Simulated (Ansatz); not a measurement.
C3H5B, SMILES `BC1=CC1`, relaxed with RKS PBE-D4/def2-SVP in Ansatz 0.2.0 from a rough embedded geometry. The force threshold is 0.03 eV/Å; the program also tests the step.

Charge 0, multiplicity 1.

Start:

```xyz
9

B     0.566   -0.669   -1.416
C     0.068   -0.023   -0.158
C    -0.359    1.148    0.535
C    -0.375   -0.024    1.159
H     0.768   -0.077   -2.441
H     0.825   -1.884   -1.456
H    -0.634    2.244    0.545
H     0.493   -0.143    1.873
H    -1.352   -0.572    1.359
```

Problem. How much energy does the relaxation release, and in how many steps? (Best estimate.)

Solution. The calculation gave: 1.59 eV, in 38 steps, 10 of them rejected.

Problem. Which bonds change most? (Best estimate.)

Solution. The calculation gave: C2–C4 from 1.390 to 1.655 Å; C3–C4 from 1.328 to 1.507 Å; C2–C3 from 1.427 to 1.306 Å.

Problem. Give the relaxed structure. (Best estimate.)

Solution. Ansatz gave: 
```xyz
9

B     0.480   -0.628   -1.031
C    -0.227    0.650   -0.708
C    -0.685    1.219    0.374
C    -0.063   -0.099    0.758
H     1.693   -0.629   -1.119
H    -0.172   -1.587   -1.402
H    -1.194    2.078    0.815
H     0.911   -0.075    1.283
H    -0.743   -0.929    1.031
```
